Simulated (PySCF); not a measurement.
C₂H₅FO₂Si.

```xyz
11

C     -1.8598    -0.5302     0.8896
Si    -0.6289     0.5551     0.0144
F     -0.9960     0.6750    -1.5692
C      1.1000    -0.2456     0.2421
O      1.4951    -0.5110     1.3554
O      1.8207    -0.4839    -0.8663
H     -2.8580    -0.0672     0.9259
H     -1.9453    -1.5045     0.3829
H     -1.5137    -0.7070     1.9205
H     -0.5470     1.9298     0.5691
H      2.6653    -0.8840    -0.5800
```

The structure is a stationary point at B3LYP-D3(BJ)/def2-SVP. The structure was generated by enumeration; whether it is a known compound was not checked. One conformer was computed; it need not be the lowest.

The numbers are results of PBE/pcSseg-1 run with PySCF, not measurements. Non-relativistic, no solvent.

Computed absolute GIAO shielding of each atom: isotropic value and principal components (ppm):
| atom | σ(iso) | σ11 | σ22 | σ33 | span |
|---|---|---|---|---|---|
| C1 | 182.5 | 170.5 | 188.1 | 188.9 | 18.4 |
| Si2 | 341.1 | 257.2 | 354.8 | 411.2 | 154.0 |
| F3 | 353.5 | 328.5 | 362.4 | 369.5 | 41.0 |
| C4 | -2.0 | -97.6 | 19.5 | 72.2 | 169.8 |
| O5 | -157.7 | -443.8 | -261.0 | 231.8 | 675.6 |
| O6 | 76.6 | -110.6 | 129.1 | 211.4 | 322.0 |
| H7 | 30.6 | 26.8 | 27.6 | 37.3 | 10.5 |
| H8 | 30.6 | 26.9 | 28.4 | 36.6 | 9.8 |
| H9 | 30.7 | 26.1 | 28.7 | 37.4 | 11.2 |
| H10 | 26.0 | 23.0 | 24.4 | 30.6 | 7.6 |
| H11 | 24.8 | 18.5 | 24.3 | 31.6 | 13.1 |
